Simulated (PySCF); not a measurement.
SMILES O=C[SiH2][SiH2][GeH3] (CH8GeOSi2) (GFN2-xTB optimised geometry):

```
13

O      1.968    -1.019    -0.008
C      1.316    -2.036     0.000
Si    -0.608    -2.036     0.000
Si    -1.117     0.223     0.000
Ge     0.823     1.533    -0.028
H      1.857    -3.005     0.007
H     -0.932    -2.861    -1.170
H     -0.933    -2.864     1.168
H     -1.968     0.541    -1.157
H     -1.938     0.548     1.177
H      1.713     1.428     1.167
H      1.696     1.402    -1.233
H      0.456     3.005    -0.042
```

Calculation: B3LYP/def2-TZVP (PySCF).

Task: What are the frontier orbital energies and the dipole moment?

Result: HOMO-2 -8.71 eV, HOMO-1 -8.16 eV, HOMO -6.95 eV, LUMO -1.98 eV, LUMO+1 -0.97 eV; dipole moment 2.52 D.

On the same geometry PBE/def2-TZVP run with PySCF 2.14.0 gives HOMO-2 -7.66 eV, HOMO-1 -7.24 eV, HOMO -5.77 eV, LUMO -2.90 eV, LUMO+1 -1.56 eV; dipole moment 2.25 D.

Meta-Löwdin charges at B3LYP/def2-TZVP: O1 -0.36, C2 0.08, Si3 0.34, Si4 0.17, Ge5 0.17, H6 0.08, H7 -0.08, H8 -0.08, H9 -0.07, H10 -0.07, H11 -0.05, H12 -0.05, H13 -0.08.
